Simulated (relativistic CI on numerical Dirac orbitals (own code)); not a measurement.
# Slater and spin-orbit integrals, Yb XII

Computed by Dirac-Coulomb-Breit CI, separate exchange-only KLI orbitals for each configuration, model QED, unscaled Slater integrals (own radial code, finite nucleus).

Slater integrals F^k, G^k are unscaled and averaged over j, outside the closed core [Ar] 3d10 4p6 4d10; ζ comes from projecting the Hamiltonian with its Breit term on Σ l·s of the shell.

- 4s2 4f11 5s2: F^2(4f,4f) = 157440, F^4(4f,4f) = 99954, F^6(4f,4f) = 72252, ζ(4f) = 3222.4 cm⁻¹; <r>(4f) = 0.6271, <r^2>(4f) = 0.4749 (bohr units).
- 4s2 4f10 5s2 5p: F^2(4f,4f) = 161240, F^4(4f,4f) = 102550, F^6(4f,4f) = 74188, ζ(4f) = 3391.5, F^2(4f,5p) = 70663, G^2(4f,5p) = 29086, G^4(4f,5p) = 24592, ζ(5p) = 55774 cm⁻¹; <r>(4f) = 0.615, <r^2>(4f) = 0.4551, <r>(5p) = 1.156, <r^2>(5p) = 1.492 (bohr units).
- 4s2 4f11 5s 5p: F^2(4f,4f) = 157850, F^4(4f,4f) = 100240, F^6(4f,4f) = 72465, ζ(4f) = 3259.5, G^3(4f,5s) = 34693, F^2(4f,5p) = 70627, G^2(4f,5p) = 29826, G^4(4f,5p) = 25046, G^1(5s,5p) = 119970, ζ(5p) = 53784 cm⁻¹; <r>(4f) = 0.6259, <r^2>(4f) = 0.4727, <r>(5s) = 1.061, <r^2>(5s) = 1.254, <r>(5p) = 1.164, <r^2>(5p) = 1.513 (bohr units).

Averages of the first 10 configurations, taken without configuration mixing, which lowers the lowest level and can move excited configurations by several eV; other configurations of the list can lie among them:

| Configuration | Parity | States | Average energy above the lowest level (eV) |
| --- | --- | --- | --- |
| 4s2 4f11 5s2 | odd | 364 | 11.8 |
| 4s2 4f10 5s2 5p | odd | 6006 | 17.4 |
| 4s2 4f11 5s 5p | even | 4368 | 44.4 |
| 4s2 4f13 | odd | 14 | 76.2 |
| 4s2 4f12 5s | even | 182 | 41.7 |
| 4s2 4f12 5p | odd | 546 | 76.3 |
| 4s2 4f10 5s2 5d | even | 10010 | 68.4 |
| 4s2 4f11 5s 6s | odd | 1456 | 121.9 |
| 4s 4f13 5s | odd | 56 | 531.9 |
| 4s 4f13 5p | even | 168 | 566.2 |
